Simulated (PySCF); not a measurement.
Al(F)2(OMe) (CH3AlF2O), SMILES C[O][Al]([F])[F]. Atoms are numbered in the order given.

```xyz
8

Al     0.0116    -0.5254     0.0000
F      1.1272    -1.7416     0.0000
F     -1.5907    -0.9357     0.0000
O      0.5316     1.0633     0.0000
C      0.0188     2.3664     0.0000
H      0.3707     2.9154    -0.8910
H      0.3707     2.9154     0.8910
H     -1.0866     2.3906     0.0000
```

The structure is a stationary point at B3LYP-D3(BJ)/def2-SVP. The values are those of a single conformer.

Level of theory: PBE0/def2-TZVP run with PySCF.

ESP charges are fitted to the potential on shells at 1.4 to 2.0 van der Waals radii. Atomic charges (e):

```tsv
atom	IAO	Mulliken	ESP fit
Al1	1.60	0.84	1.36
F2	-0.57	-0.34	-0.48
F3	-0.58	-0.34	-0.48
O4	-0.68	-0.32	-0.58
C5	-0.18	-0.21	-0.07
H6	0.14	0.13	0.09
H7	0.14	0.13	0.09
H8	0.13	0.12	0.06
```
